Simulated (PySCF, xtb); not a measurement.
GeHFCl₂, SMILES [F][GeH]([Cl])[Cl].

Harmonic wavenumbers (cm⁻¹) from xtb with GFN2-xTB at its own minimum, in rising order: 122, 153, 167, 359, 389, 449, 580, 603, 1861.

**Question.** What does PBE-D3(BJ)/def2-SVP (PySCF 2.14.0) give at its own minimum? (The exact figures need the calculation; the answer reports its results.)

**Answer.** 138, 187, 205, 415, 445, 676, 690, 707, 2138. Paired by order, the mean absolute difference is 102 cm⁻¹ and the zero-point energies are 6.7 and 8.0 kcal/mol.
